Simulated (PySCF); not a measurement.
CH4O2, SMILES OCO.

Geometry: B3LYP-D3(BJ)/def2-TZVP. The values are those of a single conformer.

Computed with HF/def2-TZVPD (PySCF).

The molecule is in vacuum.

```
Item                                                                                                            Value
---------------------------------------------------------------------------------------------  ----------------------
total energy                                                                                       -189.99590 hartree
point group                                                                                                        C2
highest occupied level                                                                                      -12.76 eV
lowest empty level                                                                                            1.67 eV
orbital gap                                                                                                  14.43 eV
dipole moment                                                                                                  0.06 D
quadrupole, principal values (traceless, Buckingham form, about the centre of nuclear charge)   -9.01, 2.79, 6.22 D·Å
mean static polarisability                                                                       23.4 bohr³ (3.47 Å³)
polarisability, principal values                                                               22.1, 23.4, 24.7 bohr³
```
